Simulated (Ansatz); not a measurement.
A nudged elastic band was laid between two geometries of C2H8BClSi (13 atoms, charge 0, multiplicity 1).

Computed with RKS r2SCAN/def2-SVP (Ansatz).

```json
{"movable images": "7", "climbing image": "yes", "spring": "5.0 eV/Å²", "optimiser": "quadratic models (default)", "start path": "IDPP", "force threshold": "0.03 eV/Å", "iteration limit": "60", "end points": "relaxed"}
```

Initial state:

```xyz
13
Properties=species:S:1:pos:R:3
C -1.088 -0.344 1.191
B 0.036 -0.177 0.122
C 1.195 -1.220 -0.027
Si 0.004 1.409 -1.145
Cl -1.433 2.828 -0.583
H -1.924 -0.816 0.629
H -0.847 -1.029 2.020
H -1.505 0.600 1.575
H 1.693 -1.271 -1.008
H 1.968 -0.868 0.689
H 0.923 -2.236 0.306
H 1.323 2.115 -1.212
H -0.326 0.975 -2.541
```

Final state:

```xyz
13
Properties=species:S:1:pos:R:3
C -1.095 -0.424 1.159
B 0.008 -0.205 0.078
C 0.964 -1.361 -0.375
Si 0.215 1.613 -0.806
Cl -0.938 3.077 0.154
H -0.955 -1.311 1.797
H -1.326 0.463 1.769
H -2.017 -0.608 0.565
H 1.410 -1.271 -1.378
H 1.813 -1.304 0.340
H 0.535 -2.369 -0.247
H 1.632 2.095 -0.805
H -0.226 1.571 -2.237
```

Task: Which bonds break or form, and what moves?

Result: No bond is made or broken. The dihedral H7–C1–B2–Si4 goes from -162 to -32°. The two ends are copies of one structure, up to a mirror image or an exchange of like atoms.

Task: What energy profile does the band end with?

Result: It converged. The highest image is number 3 of 0 to 8, 0.024 eV above the ends, which have the same energy within 2 meV. A vibrational analysis at the climbing image gives one clearly imaginary mode, 122i cm⁻¹: a first-order saddle point.

| image | path coordinate (Å) | energy (eV) | dihedral H7–C1–B2–Si4 (°) |
| --- | --- | --- | --- |
| 0 | 0.00 | 0.000 | -162 |
| 1 | 0.43 | 0.006 | -148 |
| 2 | 0.86 | 0.018 | -133 |
| 3 | 1.29 | 0.024 | -116 |
| 4 | 1.77 | 0.019 | -98 |
| 5 | 2.26 | 0.013 | -81 |
| 6 | 2.74 | 0.011 | -64 |
| 7 | 3.22 | 0.005 | -47 |
| 8 | 3.71 | 0.000 | -32 |

Task: What is the geometry of the highest image?

Result: 
```xyz
13
Properties=species:S:1:pos:R:3
C -1.175 -0.408 1.101
B -0.034 -0.196 0.053
C 1.022 -1.320 -0.232
Si 0.178 1.569 -0.930
Cl -1.053 3.062 -0.126
H -1.725 -1.346 0.904
H -0.691 -0.570 2.086
H -1.889 0.421 1.211
H 1.469 -1.311 -1.240
H 1.862 -1.099 0.459
H 0.681 -2.340 0.010
H 1.579 2.096 -0.911
H -0.204 1.407 -2.371
```

Task: What are the harmonic wavenumbers there?

Result: 122i, 37, 103, 124, 232, 258, 315, 449, 485, 547, 628, 693, 799, 829, 833, 871, 926, 1086, 1140, 1284, 1302, 1398, 1419, 1430, 1448, 2188, 2199, 2996, 3005, 3081, 3085, 3128, 3143 cm⁻¹.

Run time: 4 min on 2 threads of Arm Neoverse V1, with other jobs on the host, peak memory 0.18 GiB.
